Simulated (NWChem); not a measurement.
Total energies of Ge (+1)

```xyz
1

Ge     0.0000     0.0000     0.0000
```
Charge +1, spin multiplicity 2.

All runs are NWChem calculations.

Basis set: def2-TZVP (48 functions).

| method | total energy (Ha) | relative cost |
|---|---|---|
| UHF | -2075.04761 | 1 |
| UMP2 | -2075.21359 | under 3 |
| UB2PLYP | -2076.26333 | under 3 |
| UPBE | -2076.31153 | under 3 |
| UB3LYP | -2076.67538 | under 3 |
| UBLYP | -2076.69890 | under 3 |

Total energies of different functionals aren't comparable as a measure of quality: only differences taken within one method are. Relative cost: rough, from shared machines, SCF included, UHF = 1.

The Hamiltonian is non-relativistic. The correlated methods keep 9 core orbitals frozen. B3LYP has NWChem's definition, with VWN1-RPA local correlation. No SCF solution was tested for a lower state. Open-shell Hartree-Fock references start from PBE0 orbitals; any time given for them includes that run.
